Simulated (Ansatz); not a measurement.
`[NH2][Ge][O][SiH3]` + `OB(F)F` → `FB(F)O[SiH3]` + `[NH2][Ge][OH]`  (ligand exchange at the Si–O bond)

Calculated with Ansatz (gas phase, PBE0-D4/def2-TZVP geometries, no zero-point term in ΔE). CCSD(T)/CBS is the MP2 limit (def2-TZVPP, def2-QZVPP) plus CCSD(T) − MP2 in def2-TZVPP, frozen cores. This one scheme is used for every species. Functionals use def2-TZVPP. For Ge outer-core shells are correlated without core-valence functions, which leaves a few kJ/mol of doubt a bond. Scalar relativity is left out up to krypton. One conformer a species, not always the lowest.

```json
{"species": "`[NH2][Ge][O][SiH3]`", "B2PLYP energy (Eh)": "-2499.05394"}
{"species": "`OB(F)F`", "B2PLYP energy (Eh)": "-300.50721"}
{"species": "`FB(F)O[SiH3]`", "B2PLYP energy (Eh)": "-591.12126"}
{"species": "`[NH2][Ge][OH]`", "B2PLYP energy (Eh)": "-2208.43259"}
```

Work out ΔE.

ΔE = (-591.12126) + (-2208.43259) − (-2499.05394) − (-300.50721) = 0.00730 Eh = +0.20 eV. CCSD(T)/CBS gives +0.20 eV.

Largest T1 diagnostic among the species: 0.014.

At CCSD(T), def2-SVP lies +0.09 eV from the extrapolated value and def2-TZVPP +0.02 eV. Leaving LDA and LC-ωPBE aside and taking each functional with its dispersion term where it has one, the values, not all of them listed here, spread over 0.04 eV, from ωB97X-V to B97M-V.
